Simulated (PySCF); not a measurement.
Vertical excitations of a molecule C2H8O2Si from PySCF 2.14.0 with TDA-PBE0/def2-SVPD, as energy in eV (oscillator strength): 6.34 (0.007), 6.70 (0.002), 7.43 (0.009), 7.57 (0.007), 7.83 (0.001), 7.86 (0.048), 7.93 (0.138), 8.23 (0.011), 8.32 (0.071), 8.42 (0.020). Lowest triplet (TDA): 5.97 eV. The structure is a stationary point at PBE0-D3(BJ)/def2-SVP. One conformer was computed; it need not be the lowest.

Question: Which structure fits?
A. C[C@H](O)[SiH2]O
B. C[Si@H](O)CO
C. OCCO[SiH3]
D. CO[Si@@H](C)O

Answer: A, C[C@H](O)[SiH2]O
